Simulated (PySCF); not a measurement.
Some computed properties have been withheld. Give your best values.

Species: CH9ClO2Si3.
SMILES: `CO[Si@@H]([SiH3])O[SiH2]Cl`

Conformer (atom-mapped SMILES and torsion angles): `[CH3:1][O:2][Si@@H:3]([SiH3:4])[O:5][SiH2:6][Cl:7]`: C1–O2–Si3–Si4 -166°, O2–Si3–O5–Si6 -71°, Si3–O5–Si6–Cl7 -29°.

| property | level | value |
| --- | --- | --- |
| point group of the GFN2-xTB geometry | GFN2-xTB | ? |
| rotational constants A, B, C of the GFN2-xTB geometry | GFN2-xTB | 1.426, 0.834, 0.616 GHz |
| dipole moment | B3LYP/def2-SVPD | ? |
| HOMO energy | B3LYP/def2-SVPD | -7.83 eV |
| LUMO energy | B3LYP/def2-SVPD | ? |
| lowest singlet excitation | TDDFT B3LYP/def2-SVPD | 6.47 eV (192 nm, f = 0.038) |
| lowest triplet excitation (Tamm–Dancoff) | TDA B3LYP/def2-SVPD | 5.80 eV |
| static isotropic polarisability | B3LYP/def2-SVPD | ? |
| electronic spatial extent ⟨r²⟩ about the centre of nuclear charge | B3LYP/def2-SVPD | ? |
| 13C chemical shifts (computed TMS as zero) by class | GIAO PBE0/pcSseg-1 | 53.2 (1 C) ppm |
| 1H chemical shifts (computed TMS as zero) by class | GIAO PBE0/pcSseg-1 | ? |
| isotropic shieldings of nuclei other than C and H, by class | GIAO PBE0/pcSseg-1 | 238 (1 O), 291 (1 O), 366 (1 Si), 376 (1 Si), 470 (1 Si), 908 (1 Cl) ppm |

The electronic properties come from PySCF, for the isolated species, density fitting. NMR classes are plain means over equivalent atoms (diastereotopic ones count apart unless rotation or inversion swaps them), as if these changed places fast; in this geometry the members of some classes differ.

Give the 1H chemical shifts (computed TMS as zero) by class.

5.58 (1 H), 5.50 (1 H), 5.44 (1 H), 3.97 (3 H), 3.34 (3 H) ppm.

The point group of the GFN2-xTB geometry?

C1.

The LUMO energy?

-0.44 eV.

Give the dipole moment.

1.86 D.

Give the electronic spatial extent ⟨r²⟩ about the centre of nuclear charge.

1910 bohr².

What is the static isotropic polarisability?

110.1 au.

The vertical singlet–triplet gap S1 − T1 is 0.67 eV (TDDFT singlet less Tamm–Dancoff triplet; S1: HOMO→LUMO, weight 0.95; T1: HOMO→LUMO, weight 0.86). No computed singlet falls in the visible range (750 to 380 nm, 1.65 to 3.26 eV); S1 lies 3.21 eV above its blue end. The principal polarisabilities are 98.0, 111.3 and 121.0 au; their mean is the isotropic value. In wavenumbers S1 is 52200 cm⁻¹ (1 eV = 8065.54 cm⁻¹).

For the TDDFT job (B3LYP/def2-SVPD), the run took 1.9 min of wall time (grids of density and orbitals included) on Arm Neoverse N1, one thread, shared host with 64 logical CPUs at a one-minute load of 59, and the process peaked at 0.96 GiB of memory.

One conformer stands for the species.
